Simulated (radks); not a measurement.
Tb28+, 37 electrons, occupied as [Kr] 4d1 (the NIST ground configuration).

Method: Dirac Kohn-Sham, PBE, spin-unpolarised, spherical densities, finite nucleus; open shells fill j = l - 1/2 first; Fermi nuclear charge, rms radius 5.06 fm; computed with a radial shooting solver on a logarithmic mesh with Libxc functionals.

Energy parts (eV):
| part | energy |
|---|---|
| total | -308399.15 |
| kinetic | 338294.81 |
| electron-nucleus | -721410.50 |
| Hartree | 80706.34 |
| exchange-correlation | -5989.80 |

Orbitals (lengths in bohr, moments of r in powers of bohr; <r^-3> diverges for s and p1/2):
| orbital | occ. | eigenvalue (eV) | <r^-3> | <r^2> | small-component weight |
|---|---|---|---|---|---|
| 1s1/2 | 2 | -52775.72 | - | 0.0006317 | 5.88e-02 |
| 2s1/2 | 2 | -9563.391 | - | 0.009817 | 1.30e-02 |
| 2p1/2 | 2 | -9138.716 | - | 0.007115 | 1.31e-02 |
| 2p3/2 | 4 | -8391.659 | 10450 | 0.008341 | 1.21e-02 |
| 3s1/2 | 2 | -2852.151 | - | 0.06421 | 4.22e-03 |
| 3p1/2 | 2 | -2669.179 | - | 0.05954 | 4.16e-03 |
| 3p3/2 | 4 | -2511.656 | 2283 | 0.06618 | 3.89e-03 |
| 3d3/2 | 4 | -2199.990 | 386.2 | 0.05220 | 3.77e-03 |
| 3d5/2 | 6 | -2165.338 | 342.2 | 0.05403 | 3.69e-03 |
| 4s1/2 | 2 | -1221.434 | - | 0.2751 | 1.65e-03 |
| 4p1/2 | 2 | -1146.130 | - | 0.2778 | 1.59e-03 |
| 4p3/2 | 4 | -1100.781 | 668.8 | 0.3001 | 1.52e-03 |
| 4d3/2 | 1 | -976.7682 | 107.8 | 0.2991 | 1.41e-03 |
| 4d5/2 | 0 | -967.1870 | 95.23 | 0.3056 | 1.39e-03 |
| 4f5/2 | 0 | -822.4587 | 21.83 | 0.2751 | 1.17e-03 |
| 4f7/2 | 0 | -820.1471 | 21.30 | 0.2775 | 1.16e-03 |
| 5s1/2 | 0 | -672.6216 | - | 0.8443 | 8.30e-04 |
| 5p1/2 | 0 | -638.2796 | - | 0.8748 | 8.04e-04 |
| 5p3/2 | 0 | -619.8284 | 274.7 | 0.9270 | 7.76e-04 |
| 5d3/2 | 0 | -563.7714 | 45.19 | 0.9778 | 7.26e-04 |
| 5d5/2 | 0 | -559.7495 | 39.91 | 0.9927 | 7.18e-04 |

The highest occupied level is 4d3/2 at -976.77 eV. Summed over all electrons, <r^2> = 3.719 bohr^2, which gives a Langevin (diamagnetic) susceptibility term of -2.95 x 10^-6 cm^3/mol.
